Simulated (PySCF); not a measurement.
**Dipole response of Br³⁰⁺ (bromine, charge +30)**

[He] 2s2 2p1, 2P determinant. Computed with PySCF 2.14 in an even-tempered Gaussian basis (19 s from 8.7 bohr⁻², ratio 2.2; 12 p from 11 bohr⁻², ratio 2.2; 6 d from 46 bohr⁻², ratio 2.4; 5 f from 69 bohr⁻², ratio 2.4; 4 g from 100 bohr⁻², ratio 2.4), with the spin-free X2C one-electron Hamiltonian (Gaussian nucleus). Coupled (time-dependent) response in atomic units; α is the mean over directions.

```csv
method,mean α (bohr³),"α xx, yy, zz",C₆ (like pair),S(−4)
UHF,0.004391,"0.004926, 0.003320, 0.004926",9.696e-05,0.0001284
PBE0,0.004288,"0.004831, 0.003203, 0.004831",9.349e-05,0.0001226
```

S(−4) is the Cauchy moment in α(ω) = α(0) + S(−4) ω² + …

Spin-orbit coupling is absent.

α(iu) at PBE0:

```json
{"u (hartree)": "0", "α(iu) (bohr³)": "0.004288"}
{"u (hartree)": "0.700", "α(iu) (bohr³)": "0.004229"}
{"u (hartree)": "1.40", "α(iu) (bohr³)": "0.004062"}
{"u (hartree)": "2.80", "α(iu) (bohr³)": "0.003516"}
{"u (hartree)": "4.20", "α(iu) (bohr³)": "0.002891"}
{"u (hartree)": "5.60", "α(iu) (bohr³)": "0.002336"}
{"u (hartree)": "7.00", "α(iu) (bohr³)": "0.001895"}
{"u (hartree)": "10.5", "α(iu) (bohr³)": "0.001206"}
{"u (hartree)": "14.0", "α(iu) (bohr³)": "0.0008572"}
{"u (hartree)": "21.0", "α(iu) (bohr³)": "0.0005505"}
{"u (hartree)": "35.0", "α(iu) (bohr³)": "0.0003544"}
```

For an ion, C₆ is the dispersion term alone; charge-induced terms of lower order in 1/R come first.

The components differ because the open shell of this determinant is not spherical; for a pure term their mean is the scalar polarisability.

Spin-orbit coupling, absent here, splits the open shell strongly.
